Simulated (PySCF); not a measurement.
## Basis and Hamiltonian dependence of the excitation energy of W

W [Xe] 4f14 5d4 6s2 (5D) → W [Xe] 4f14 5d6 (5D). All values are computed (PySCF 2.14, energy differences of UHF-based or UKS calculations, no spin-orbit coupling). Values in eV.

```csv
basis,Hamiltonian,functions,UHF,r2SCAN,PBE0,MP2 (valence)
def2-TZVPPD with the def2 core potential (60 electrons),ECP,59,4.346,3.838,3.644,3.985
aug-cc-pwCVDZ-PP with ECP60MDF,ECP,70,4.278,3.760,3.579,4.017
x2c-TZVPPall,spin-free X2C,97,4.297,3.901,3.725,3.977
ANO-RCC-VTZP,spin-free X2C,104,4.359,3.890,3.732,4.037
"x2c-TZVPPall with one added diffuse shell each of s, p, d, f type",spin-free X2C,113,4.282,3.894,3.718,3.962
aug-cc-pwCVTZ-PP with ECP60MDF,ECP,122,4.269,3.756,3.564,3.924
aug-cc-pVQZ-PP with ECP60MDF,ECP,135,4.270,3.757,3.563,3.898
x2c-QZVPPall,spin-free X2C,144,4.295,n/a,n/a,n/a
```

Frozen in the all-electron rows: valence: [Xe] 4f14; with a core potential, the same shells as far as they lie outside it.
